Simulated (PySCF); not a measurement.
In(CF3)(OH)2 (CH2F3InO2), SMILES F[C]([In]([OH])[OH])(F)F.

Coordinates come from a B3LYP-D3(BJ)/def2-SVP optimisation. The def2 effective core potentials stand for the cores of In; spin–orbit coupling is left out. One conformer was computed; it need not be the lowest.

Two levels are set side by side: TDDFT-PBE/def2-SVPD (PySCF) and TDDFT-M06-2X/def2-SVPD (PySCF). Vertical, same geometry. The lowest singlet is HOMO→LUMO 100 % with PBE and HOMO−1→LUMO 87 % with the other functional; states are paired by order. Differences are taken from unrounded values.

| quantity | TDDFT-M06-2X |
|---|---|
| lowest singlet excitation (eV) | 5.58 |
| lowest triplet excitation (TDA) (eV) | 5.03 |
| first bright state (f over 0.05) (eV) | 6.44 |
| its oscillator strength | 0.14 |

Task: What does TDDFT-PBE give, and how far is it from TDDFT-M06-2X? (Estimate from the structure and the level; the computed values follow.)

Result: 
| quantity | TDDFT-PBE | TDDFT-PBE minus TDDFT-M06-2X |
|---|---|---|
| lowest singlet excitation (eV) | 4.31 | -1.27 |
| lowest triplet excitation (TDA) (eV) | 4.02 | -1.02 |
| first bright state (f over 0.05) (eV) | 5.31 | -1.14 |
| its oscillator strength | 0.09 | -0.04 |

A lower first singlet is the usual sign of a functional without exact exchange. Differences between two approximate levels are no errors against the true value.

Rough cost on one machine, each run with all the roots and properties that it gave: TDDFT-M06-2X against TDDFT-PBE about 10 times.
